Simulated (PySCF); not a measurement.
**Which determinant of KNa⁺ lies lowest?**

Unrestricted PBE0; basis K pcseg-1, Na pcseg-1; no relativity; PySCF 2.14. Outer shells of the fragments: K+ closed shells only; Na 3s1.

Followed along the bond (rough minima from three points):

```json
{"2Ms+1": "2", "unpaired": "σ ↑", "⟨S²⟩ at the start": "0.75", "R at minimum (Å)": "4.10", "Te (eV)": "0.00"}
```

Solutions found at the starting distance of 3.620 Å, counted from the lowest of them; the search is not exhaustive and high or unbound solutions are not listed, so other states can lie among these:

```csv
2Ms+1,unpaired,term,E (eV),⟨S²⟩,⟨Lz²⟩,μ (D)
2,σ ↑,²Σ⁺,0.00,0.75,0.00,-0.15
2,π ↑,²Π,2.65,0.75,1.00,0.45
2,δ ↑,²Δ,5.39,0.75,4.00,10.63
```

A term symbol is given only where ⟨S²⟩ and ⟨Lz²⟩ are close to those of a pure state; real π, δ and φ orbitals otherwise mix terms. A positive dipole points towards Na; it is taken about the centre of mass and depends on that origin.

Counting both spins, an empty level lies below a filled one in some of these solutions, because spin and occupation are held.
